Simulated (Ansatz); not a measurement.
Consider the redistribution: `[CH3][GeH]([Cl])[Cl]` + `BCC(N)F` → `[CH3][GeH]([NH2])[Cl]` + `BCC(F)Cl`.

Program: Ansatz. Geometries: PBE0-D4/def2-TZVP. ΔE: electronic, gas phase. CCSD(T)/CBS is the MP2 limit (def2-TZVPP, def2-QZVPP) plus CCSD(T) − MP2 in def2-TZVPP, frozen cores. Functionals use def2-TZVPP. B3LYP here is the variant with VWN-RPA as its local correlation; programs differ in this. For Ge outer-core shells are correlated without core-valence functions, which leaves a few kJ/mol of doubt a bond. Scalar relativity is left out up to krypton. Each species was taken in one conformer, which may not be the lowest.

```csv
level,ΔE (kcal/mol),difference from CCSD(T)/CBS
PBE-D4,19.6,0.5
r2SCAN-D4,20.1,1.0
PBE0-D4,20.5,1.4
B3LYP-D4,20.2,1.1
ωB97X-V,20.3,1.2
ωB97M-V,20.3,1.2
B2PLYP,19.9,0.8
PBE,19.7,0.6
r2SCAN,20.1,1.0
PBE0,20.6,1.5
B3LYP,20.3,1.2
HF/def2-TZVPP,22.3,3.2
MP2/def2-TZVPP,19.2,0.1
SCS-MP2/def2-TZVPP,19.1,0.0
CCSD/def2-TZVPP,19.7,0.6
CCSD(T)/def2-TZVPP,19.2,0.1
HF/def2-QZVPP,22.2,3.1
MP2/def2-QZVPP,19.0,-0.1
SCS-MP2/def2-QZVPP,19.0,-0.1
HF/CBS(def2),22.2,3.1
MP2/CBS(def2),19.0,-0.1
CCSD/CBS(def2),19.6,0.5
CCSD(T)/CBS,19.1,0
```

Largest T1 diagnostic among the species: 0.011.

From PBE to PBE0 (25 % exact exchange), in def2-TZVPP and without D4, ΔE moves by +0.9 kcal/mol. In def2-TZVPP, CCSD(T) changes the Hartree–Fock value by −3.0 kcal/mol (the triples alone add −0.5 kcal/mol) and MP2 by −3.1 kcal/mol.
